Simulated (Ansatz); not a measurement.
Correlation energies of C2H8AlGa (`[CH3][AlH][CH2][GaH2]`) by basis set

```json
{"atom": "C1", "x (Å)": "1.339", "y (Å)": "1.247", "z (Å)": "1.229"}
{"atom": "Al2", "x (Å)": "0.283", "y (Å)": "-0.380", "z (Å)": "1.009"}
{"atom": "C3", "x (Å)": "-0.123", "y (Å)": "-1.089", "z (Å)": "-0.756"}
{"atom": "Ga4", "x (Å)": "-1.691", "y (Å)": "-0.328", "z (Å)": "-1.637"}
{"atom": "H5", "x (Å)": "0.781", "y (Å)": "1.998", "z (Å)": "1.799"}
{"atom": "H6", "x (Å)": "2.251", "y (Å)": "1.047", "z (Å)": "1.803"}
{"atom": "H7", "x (Å)": "1.636", "y (Å)": "1.699", "z (Å)": "0.279"}
{"atom": "H8", "x (Å)": "-0.289", "y (Å)": "-1.132", "z (Å)": "2.291"}
{"atom": "H9", "x (Å)": "-0.278", "y (Å)": "-2.169", "z (Å)": "-0.662"}
{"atom": "H10", "x (Å)": "0.741", "y (Å)": "-0.880", "z (Å)": "-1.397"}
{"atom": "H11", "x (Å)": "-1.544", "y (Å)": "0.977", "z (Å)": "-2.503"}
{"atom": "H12", "x (Å)": "-3.105", "y (Å)": "-0.991", "z (Å)": "-1.454"}
```

The species carries charge 0 and has multiplicity 1. Correlated methods include outer-core shells of Ga, which these sets cover unevenly. Scalar relativity is left out up to krypton. The structure was optimised at the PBE0-D4/def2-TZVP level. It is one conformer, not always the lowest. Frozen core, restricted reference, Ansatz.

```json
{"basis": "def2-SVP", "HF (Eh)": "-2245.16503", "MP2 corr.": "-0.57503"}
{"basis": "def2-TZVPP", "HF (Eh)": "-2245.58567", "MP2 corr.": "-0.67407"}
{"basis": "def2-QZVPP", "HF (Eh)": "-2245.63729", "MP2 corr.": "-0.94973"}
```

Estimate the CCSD correlation energy and the (T) correction in each basis where they were run (hartree).


| basis | CCSD corr. | (T) |
| --- | --- | --- |
| def2-SVP | -0.61714 | -0.01886 |
| def2-TZVPP | -0.71563 | -0.02763 |
